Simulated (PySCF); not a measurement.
CH8N2Si2, SMILES N[Si@H]1NC[SiH2]1. Geometry: PBE0-D3(BJ)/def2-SVP. The structure was generated by enumeration; whether it is a known compound was not checked. One conformer was computed; it need not be the lowest.

Task: Give the equilibrium geometry at PBE0-D3(BJ)/def2-SVP (PySCF confirms it by a frequency run) as a Z-matrix. (The exact figures need the calculation; the answer reports its results.)

Result: Several could match; the one computed here: 
```
Si
N 1 1.7204
H 2 1.0122 1 121.42
H 2 1.0127 3 112.50 1 -159.65
N 1 1.7400 2 114.36 3 144.97
H 5 1.0154 1 129.81 2 -57.69
C 5 1.4623 6 118.66 1 171.99
H 7 1.1059 5 113.11 6 60.84
H 7 1.1066 8 107.36 5 126.40
H 1 1.5006 2 102.49 3 15.67
Si 7 1.9281 8 113.54 9 124.37
H 11 1.4974 7 114.78 8 -117.04
H 11 1.4982 12 108.02 7 -127.32
```
Charge 0, spin multiplicity 1.
